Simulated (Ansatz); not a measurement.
Li₁₂F₁₂ (started as a model of: (LiF)12 cage of four- and six-membered rings), 24 atoms. Hardware: 4 threads of Arm Neoverse V2 on a shared host.

(1) How many basis functions does each of these Ansatz runs have, and roughly what does it cost? PBE-D4/def2-TZVP, charge 0 singlet, energy, from earlier orbitals; PBE0-D4/def2-SVP, charge -1 doublet, relaxation, 2 steps; PBE0-D4/def2-SVP, charge -1 doublet, energy, from earlier orbitals; PBE0-D4/def2-SVP, charge 0 singlet, energy, from earlier orbitals; r2SCAN-D4/def2-TZVP, charge 0 singlet, energy and forces, from earlier orbitals; PBE-D4/def2-SVP, charge 0 triplet at the geometry of the charge 0 singlet, energy, from earlier orbitals; PBE0-D4/def2-SVP, charge 1 doublet at the geometry of the charge 0 singlet, energy; PBE-D4/def2-SVP, charge 1 doublet at the geometry of the charge 0 singlet, energy, from earlier orbitals; PBE-D4/def2-SVP, charge -1 doublet, energy, from earlier orbitals; PBE0-D4/def2-TZVP, charge 0 singlet, energy and forces, from earlier orbitals; PBE0-D4/def2-SVP, charge -1 doublet at the geometry of the charge 0 singlet, energy; PBE0-D4/def2-SVP, charge 0 singlet, relaxation, 3 steps.

## Answers

(1) Other jobs shared the machine, so times can vary by a factor of up to 3.

| run | functions | fitting or Cholesky vectors | wall time | peak host memory (GiB) |
| --- | --- | --- | --- | --- |
| PBE0-D4/def2-SVP, charge 0 singlet, energy, from earlier orbitals | 276 | 3060 | 15 s | 1.5 |
| PBE-D4/def2-TZVP, charge 0 singlet, energy, from earlier orbitals | 540 | 3420 | 18 s | 1.7 |
| PBE-D4/def2-SVP, charge -1 doublet, energy, from earlier orbitals | 276 | 3408 | 29 s | 0.9 |
| r2SCAN-D4/def2-TZVP, charge 0 singlet, energy and forces, from earlier orbitals | 540 | 3420 | 34 s | 1.8 |
| PBE-D4/def2-SVP, charge 1 doublet at the geometry of the charge 0 singlet, energy, from earlier orbitals | 276 | 3408 | 41 s | 0.92 |
| PBE0-D4/def2-TZVP, charge 0 singlet, energy and forces, from earlier orbitals | 540 | 4284 | 51 s | 4 |
| PBE0-D4/def2-SVP, charge 0 singlet, relaxation, 3 steps | 276 | 3300 | 52 s | 1.6 |
| PBE0-D4/def2-SVP, charge 1 doublet at the geometry of the charge 0 singlet, energy | 276 | 3060 | 53 s | 2.2 |
| PBE0-D4/def2-SVP, charge -1 doublet, energy, from earlier orbitals | 276 | 3060 | 59 s | 2.3 |
| PBE0-D4/def2-SVP, charge -1 doublet, relaxation, 2 steps | 276 | 3306 | 64 s | 1.9 |
| PBE0-D4/def2-SVP, charge -1 doublet at the geometry of the charge 0 singlet, energy | 276 | 3060 | 77 s | 2.5 |
| PBE-D4/def2-SVP, charge 0 triplet at the geometry of the charge 0 singlet, energy, from earlier orbitals | 276 | 3408 | 90 s | 0.98 |
